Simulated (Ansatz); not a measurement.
System: tetrasiletane, Si4H8 (charge 0, singlet). 
Geometry from a B3LYP-D3(BJ)/def2-TZVP (Ansatz, a program for electronic structure) optimisation:
```xyz
12

Si     0.3520     0.4396     1.5510
Si     1.5059     0.4417    -0.5098
Si    -0.5752     0.0254    -1.5464
Si    -1.2827    -0.9067     0.5052
H      1.0350    -0.0544     2.7713
H     -0.2041     1.7910     1.8184
H      2.3671    -0.7650    -0.6063
H      2.2946     1.6338    -0.9053
H     -0.6266    -0.7967    -2.7797
H     -1.2835     1.3088    -1.7876
H     -0.8794    -2.3348     0.5755
H     -2.7031    -0.7827     0.9138
```
Charge 0, spin multiplicity 1.

Basis-set convergence of Hartree-Fock and CCSD correlation energies (hartree) with Ansatz. Valence correlation only, unless marked. Spin-orbit coupling is left out. No relativistic terms.

| basis | functions | E(HF) | E(corr, CCSD) |
|---|---|---|---|
| aug-cc-pV(D+d)Z | 200 | -1160.38922 | -0.49874 |
| aug-cc-pV(T+d)Z | 404 | -1160.43097 | -0.57949 |
| aug-cc-pV(Q+d)Z | 724 | -1160.44220 | -0.60313 |

Extrapolating the two largest sets (X = 3 and 4) as X^-3: E(corr) = (64·(-0.60313) - 27·(-0.57949))/37 = -0.6204 Eh, an estimate of the basis-set limit. The largest set recovers 97.2 % of it, the smallest 80.4 %.
